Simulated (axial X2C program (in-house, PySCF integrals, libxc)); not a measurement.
# Working with the constants of CI⁻

A bond curve at the CCSD(T) level, two-component, was computed with an in-house relativistic program for diatomic molecules (basis I dyall-acv3z [12s13p9d5f1g], C dyall-av3z [8s7p3d2f] (cores contracted in-house)) for the state Ω = 1 (⟨Sz⟩ = 1.00, ⟨Lz⟩ = 0.00 at HF). Its fit gives Re = 2.2575 Å, ωe = 384.5 cm⁻¹, ωexe = 2.95 cm⁻¹ and αe = 3.378e-03 cm⁻¹; the masses are 126.9045 and 12.0000 u. Two-component means X2C with spin–orbit coupling and atomic mean-field Coulomb and Gaunt terms.

Correlated methods: 12 electrons correlated (number of frozen shells: I 4 s, 3 p, 2 d; C 1 s), 280 virtual spin orbitals or spinors in MP2, 90 natural virtuals in coupled cluster.

Task: Find the reduced mass, Be and the force constant.

Result: From the CCSD(T) values: μ = 10.9633 u. Be = 16.8576/(μ Re²) = 0.3017 cm⁻¹. k = 5.8918×10⁻⁷ μ ωe² = 0.955 mdyn/Å.

Task: Estimate De from a Morse curve and compare with the computed well depth of 1.386 eV to I- + C.

Result: De(Morse) = ωe²/(4ωexe) = 1.553 eV against 1.386 eV computed, a ratio of 1.12. For De the Morse form works well here.

Task: Where do the fundamental and the first overtone lie?

Result: ν(1←0) = ωe − 2ωexe = 378.6 cm⁻¹; ν(2←0) = 2ωe − 6ωexe = 751.3 cm⁻¹.

Task: A Morse curve ties αe to the other constants (Pekeris). How well does that hold?

Result: αe(Morse) = 6Be²/ωe × (√(ωexe/Be) − 1) = 3.021e-03 cm⁻¹; the CCSD(T) curve gives 3.378e-03 cm⁻¹, a ratio of 0.89.

Task: Estimate the centrifugal constant by the Kratzer relation.

Result: D = 4Be³/ωe² = 7.43e-07 cm⁻¹.

Occupations by symmetry block were frozen at the best pattern of an incomplete PBE0 search. Dissociation energies refer to the lowest single-determinant-based atoms at the same level and basis. Coupled cluster ran in a truncated set of natural virtual spinors; the MP2 energy of the rest was added. (T) has no such correction and the atoms are truncated less, which lowers De at CCSD(T) by a hundredth of an eV or more. In 2c an atomic determinant is not the ground J level, so De misses part of the atomic spin–orbit lowering. This holds for CCSD(T). With several unpaired electrons one determinant need not be a pure state. Open-shell Ω = 0 determinants with evenly filled partner blocks cannot be reached by this program, so the Ω shown need not be the lowest component. This is the Ω = 1 component of a π² triplet; the 0⁺ component is not one determinant and can lie lowest.
